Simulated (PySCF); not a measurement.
## Worked example: the barrier

An elementary step of BNH₃OF, singlet (BNH₃OF ([NH2][B]([OH])[F]) → BOF + NH₃ (still joined by a long B–N bond); bonds formed: N2–H4; bonds broken: O3–H4; bonds weakened to dative contacts: B1–N2). “Start” is the structure reached by relaxing down from the saddle towards the reactants; PBE0-D4/def2-TZVP structures. The saddle:

```xyz
7
angstrom
B -0.5123 0.5289 0.3752
N 0.5010 -0.5291 -0.1824
O -0.9605 1.0804 -0.7085
H -0.0619 0.1336 -1.0671
F -0.7290 0.6815 1.6736
H 1.4883 -0.3845 -0.0102
H 0.2742 -1.5108 -0.0806
```

Computed with PySCF 2.14 with density fitting (its default auxiliary sets; JK sets also for MP2 and CCSD(T)) (basis: def2-TZVPP and def2-QZVPP); correlated methods freeze the cores.

Energies in eV:

| quantity | saddle | start |
| --- | --- | --- |
| Hartree–Fock, triple zeta (X = 3) | -6948.89166 | -6951.67565 |
| Hartree–Fock, quadruple zeta (X = 4) | -6949.21320 | -6952.00527 |
| MP2 correlation, X = 3 | -22.31901 | -21.64288 |
| MP2 correlation, X = 4 | -24.16366 | -23.48967 |
| CCSD(T) correlation, X = 3 | -23.37227 | -22.76919 |

Question: Work out the barrier at the basis limit: extrapolate Hartree–Fock as E(X) = E∞ + A exp(−7.88 √X) and the MP2 correlation as E(X) = E∞ + B X^−2.97 (the exponents that Neese and Valeev fitted for def2-TZVPP and QZVPP), then add CCSD(T) − MP2 in triple zeta.

Answer: Each step is linear, so take the differences first (saddle − start): Hartree–Fock 2.78399 (X = 3) and 2.79207 (X = 4); MP2 correlation -0.67613 and -0.67399; CCSD(T) correlation -0.60308.
Two points give E∞ = E(4) + w [E(4) − E(3)], with w = 1/(exp(7.88 (2 − √3)) − 1) = 0.1377 for Hartree–Fock and w = 1/((4/3)^2.97 − 1) = 0.7407 for the correlation.
Hartree–Fock: 2.79207 + 0.1377 × 0.00808 = 2.7932 eV.
MP2 correlation: -0.67399 + 0.7407 × 0.00214 = -0.6724 eV.
CCSD(T) − MP2: -0.60308 − (-0.67613) = 0.0731 eV.
Sum: 2.7932 + (-0.6724) + 0.0731 = 2.1939 eV, or 50.59 kcal/mol. Plain CCSD(T) in triple zeta gives 2.1809 eV, so the larger basis shifts the result by 0.0130 eV.

T1 diagnostic: at most 0.015.

Labels in which every atom is bracketed show which atoms are joined, not bond orders.

For scale, one of the runs: CCSD(T)/def2-TZVPP, 166 basis functions, launched by `OMP_NUM_THREADS=4 python run.py`. Time: 2.8 min of wall clock on 4 CPU threads of an Arm Neoverse V2; the host was shared. Peak host memory: 1.6 GiB.
